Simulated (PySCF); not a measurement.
Sn(H)2(OH)(NH2) (H5NOSn), SMILES [NH2][SnH2][OH].

The structure is a stationary point at r2SCAN-D4/def2-SVP. A frequency run showed that this geometry is not a minimum. The def2 effective core potentials stand for the cores of Sn; spin–orbit coupling is left out. One conformer was computed; it need not be the lowest.

Method: ωB97X/def2-TZVPD (PySCF).

```yaml
total_energy: -347.36085 hartree
point_group: Cs
highest_occupied_level: -10.13 eV
lowest_empty_level: 1.27 eV
orbital_gap: 11.41 eV
dipole_moment: 1.11 D
quadrupole, principal values (traceless, Buckingham form, about the centre of nuclear charge): -8.14, 1.41, 6.74 D·Å
mean_static_polarisability: 54.6 bohr³ (8.10 Å³)
polarisability_principal_values: 51.9, 53.5, 58.5 bohr³
```
